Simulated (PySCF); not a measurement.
siletan-3-ol (C3H8OSi), SMILES [SiH2]1CC(O)C1.

Geometry optimised at TPSSh-D3(BJ)/def2-SVP. The values are those of a single conformer.

Computed with PySCF 2.14.0 with TDA-B3LYP/def2-SVPD.

Vertical excitations. Gas-phase values at a fixed geometry.

Task: Give excitation energies, oscillator strengths and character. (Estimate from the structure and the level; the computed values follow.)

Result: 
```tsv
state	energy (eV)	λ (nm)	f	main pairs
S1	6.50	191	0.019	HOMO→LUMO 48 %, HOMO→LUMO+1 48 %
S2	6.74	184	0.018	HOMO→LUMO+1 50 %, HOMO→LUMO 46 %
S3	7.10	175	0.005	HOMO→LUMO+2 94 %
S4	7.39	168	0.018	HOMO−1→LUMO 70 %, HOMO−1→LUMO+1 24 %
S5	7.54	164	0.058	HOMO−1→LUMO+1 54 %, HOMO→LUMO+3 22 %, HOMO−1→LUMO 15 %
S6	7.63	162	0.038	HOMO→LUMO+4 44 %, HOMO→LUMO+3 35 %, HOMO−1→LUMO+1 9 %
S7	7.71	161	0.004	HOMO−1→LUMO+2 86 %
S8	7.80	159	0.072	HOMO→LUMO+4 49 %, HOMO→LUMO+3 29 %
S9	7.93	156	0.037	HOMO−2→LUMO 90 %
S10	8.05	154	0.015	HOMO−2→LUMO+1 56 %, HOMO−3→LUMO 18 %, HOMO−1→LUMO+3 11 %
T1	6.24	199	0	HOMO→LUMO 65 %, HOMO→LUMO+1 27 %
T2	6.45	192	0	HOMO→LUMO+1 60 %, HOMO→LUMO 23 %
T3	6.71	185	0	HOMO−1→LUMO 58 %, HOMO−1→LUMO+1 27 %
T4	6.92	179	0	HOMO→LUMO+2 85 %
```
Triplets are in the Tamm–Dancoff approximation.
